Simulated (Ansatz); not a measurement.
Start from `[SeH][SiH2]Br` and change one atom or group to get `O[SiH2][SeH]`.

Ansatz, PBE0-D4/def2-TZVP geometries, multiplicity 1. Each molecule was computed in one conformer, which needn't be the lowest.

Scalar relativity is left out up to krypton.

```json
{"property": "HOMO energy (ωB97M-V/def2-TZVPP) / eV", "`[SeH][SiH2]Br`": "-9.58"}
{"property": "size of the dipole moment (ωB97M-V/def2-TZVPP) / D", "`[SeH][SiH2]Br`": "1.04"}
{"property": "HOMO energy (B3LYP/def2-TZVPP) / eV", "`[SeH][SiH2]Br`": "-7.19"}
{"property": "HOMO energy (PBE0/def2-TZVPP) / eV", "`[SeH][SiH2]Br`": "-7.44"}
{"property": "size of the dipole moment (PBE/def2-TZVPP) / D", "`[SeH][SiH2]Br`": "0.96"}
{"property": "LUMO energy (PBE/def2-TZVPP) / eV", "`[SeH][SiH2]Br`": "-1.45"}
```

Give the same properties after the change, and the shifts. (Best estimate.)

The calculation gave: 
```json
{"property": "HOMO energy (ωB97M-V/def2-TZVPP) / eV", "`O[SiH2][SeH]`": "-9.44", "shift": "0.14"}
{"property": "size of the dipole moment (ωB97M-V/def2-TZVPP) / D", "`O[SiH2][SeH]`": "1.50", "shift": "0.46"}
{"property": "HOMO energy (B3LYP/def2-TZVPP) / eV", "`O[SiH2][SeH]`": "-7.02", "shift": "0.17"}
{"property": "HOMO energy (PBE0/def2-TZVPP) / eV", "`O[SiH2][SeH]`": "-7.27", "shift": "0.17"}
{"property": "size of the dipole moment (PBE/def2-TZVPP) / D", "`O[SiH2][SeH]`": "1.45", "shift": "0.49"}
{"property": "LUMO energy (PBE/def2-TZVPP) / eV", "`O[SiH2][SeH]`": "-1.00", "shift": "0.45"}
```

With PBE0 the HOMO rises by 0.17 eV and the LUMO rises by 0.45 eV, so the gap widens by about 0.28 eV. PBE moves the HOMO by 0.18 eV and ωB97M-V by 0.14 eV. The zero-point energy changes by 33.8 kJ/mol with +3 modes. Dipoles are sizes alone; their direction can turn.

B3LYP here is the variant with VWN-RPA as its local correlation; programs differ in this.

Spin–orbit coupling is left out; it splits and shifts lone-pair levels of the heavy atoms by tenths of an eV.
